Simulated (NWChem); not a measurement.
System: MnHOCl, sextet; SMILES [OH][Mn][Cl]

Parts of the log:

```
             Northwest Computational Chemistry Package (NWChem) 7.3.0
             --------------------------------------------------------

 CS  symmetry detected

                             Geometry "geometry" -> ""
                             -------------------------

 Output coordinates in angstroms (scale by  1.889725989 to convert to a.u.)

  No.       Tag          Charge          X              Y              Z
 ---- ---------------- ---------- -------------- -------------- --------------
    1 Mn                  25.0000     0.01828981    -0.40001502     0.00000000
    2 Cl                  17.0000    -0.01820088     1.78666222     0.00000000
    3 O                    8.0000    -0.09286725    -2.18752459     0.00000000
    4 H                    1.0000     0.59510788    -2.87268547     0.00000000

 Effective nuclear repulsion energy (a.u.)     191.5204702738

      Symmetry information
      --------------------

 Group name             Cs
 Group number              2
 Group order               2
 No. of unique centers     4

  xc_inp: hfexch multiplicative factor not found.

                                 NWChem DFT Module
                                 -----------------

 Summary of "ao basis" -> "ao basis" (spherical)
 ------------------------------------------------------------------------------
       Tag                 Description            Shells   Functions and Types
 ---------------- ------------------------------  ------  ---------------------
 Mn                        def2-tzvp                15       45   6s4p4d1f
 Cl                        def2-tzvp                13       37   5s5p2d1f
 O                         def2-tzvp                11       31   5s3p2d1f
 H                         def2-tzvp                 4        6   3s1p

      Symmetry analysis of basis
      --------------------------

        a'         81
        a"         38

            General Information
            -------------------
          SCF calculation type: DFT
          Wavefunction type:  spin polarized.
          No. of atoms     :     4
          No. of electrons :    51
           Alpha electrons :    28
            Beta electrons :    23
          Charge           :     0
          Spin multiplicity:     6
          Use of symmetry is: on ; symmetry adaption is: on
          Maximum number of iterations: 150
          AO basis - number of functions:   119
                     number of shells:    43
          Convergence on energy requested:  1.00D-06
          Convergence on density requested:  1.00D-05
          Convergence on gradient requested:  5.00D-04

              XC Information
              --------------
                     Hartree-Fock (Exact) Exchange  1.000

      Superposition of Atomic Density Guess
      -------------------------------------

 Sum of atomic energies:       -1684.38874923

      Non-variational initial energy
      ------------------------------

 Total energy =   -1683.790677
 1-e energy   =   -2704.847581
 2-e energy   =     829.536433
 HOMO         =      -0.182784
 LUMO         =      -0.169035

   Symmetry analysis of molecular orbitals - initial alpha
   -------------------------------------------------------

  Numbering of irreducible representations:

     1 a'          2 a"

  Orbital symmetries:

     1 a'          2 a'          3 a'          4 a'          5 a'
     6 a"          7 a'          8 a'          9 a'         10 a'
    11 a"         12 a'         13 a'         14 a'         15 a"
    16 a'         17 a'         18 a'         19 a'         20 a"
    21 a'         22 a'         23 a"         24 a'         25 a'
    26 a"         27 a'         28 a"         29 a'         30 a'
    31 a'         32 a"         33 a'         34 a'         35 a"
    36 a'         37 a"         38 a'

   Symmetry analysis of molecular orbitals - initial beta
   ------------------------------------------------------

  Numbering of irreducible representations:

     1 a'          2 a"

  Orbital symmetries:

     1 a'          2 a'          3 a'          4 a'          5 a'
     6 a"          7 a'          8 a'          9 a'         10 a'
    11 a"         12 a'         13 a'         14 a'         15 a"
    16 a'         17 a'         18 a'         19 a'         20 a"
    21 a'         22 a'         23 a"         24 a'         25 a'
    26 a"         27 a'         28 a"         29 a'         30 a'
    31 a'         32 a"         33 a'         34 a'         35 a"
    36 a'         37 a"         38 a'

     ---------------------------------------------
      Total Density - Mulliken Population Analysis
     ---------------------------------------------

    Atom       Charge   Shell Charges
 -----------   ------   -------------------------------------------------------
    1 Mn  25    23.75   2.00  2.00  1.19  0.79  0.47  0.28  5.99  4.78  1.24  0.10  2.05  1.71  1.02  0.14  0.00
    2 Cl  17    17.61   2.01  0.45  1.52  1.11  0.86  4.19  1.69  1.12  3.02  1.62  0.00  0.02  0.00
    3 O    8     9.10   0.79  1.18  0.59  0.97  0.27  2.05  2.25  0.97  0.00  0.01  0.00
    4 H    1     0.55   0.19  0.25  0.06  0.04

     --------------------------------------------
      Spin Density - Mulliken Population Analysis
     --------------------------------------------

    Atom       Charge   Shell Charges
 -----------   ------   -------------------------------------------------------
    1 Mn  25     4.79   0.00  0.00  0.01 -0.01  0.20  0.24  0.00  0.00 -0.00  0.00  1.91  1.54  0.81  0.10  0.00
    2 Cl  17     0.09   0.00  0.00 -0.00  0.00 -0.00  0.00 -0.00  0.02  0.04  0.02  0.00  0.01  0.00
    3 O    8     0.10   0.00 -0.00  0.00  0.00  0.00  0.04  0.03  0.02  0.00  0.01  0.00
    4 H    1     0.01   0.00  0.01  0.00  0.00

[...]
```

Level: UHF/def2-TZVP. All runs use the structure optimised with PBE-D3(BJ)/def2-SVP, spin-unrestricted. The spin multiplicity was typed, not searched, and may not be the lowest. No stability test was run on the SCF state.

Reconstruct the input file.

One answer among several that fit: the input that was run:
```
start job
memory heap 200 mb stack 900 mb global 1100 mb
geometry units angstroms noautoz
  Mn    -0.018778    -0.452148    -0.000003
  Cl     0.052984     1.733656     0.000002
  O     -0.218254    -2.231967     0.000000
  H      0.434973    -2.950333     0.000001
end
basis spherical
  * library def2-tzvp
end
dft
  odft
  mult 6
  xc hfexch
  iterations 150
  mulliken
end
task dft energy
```
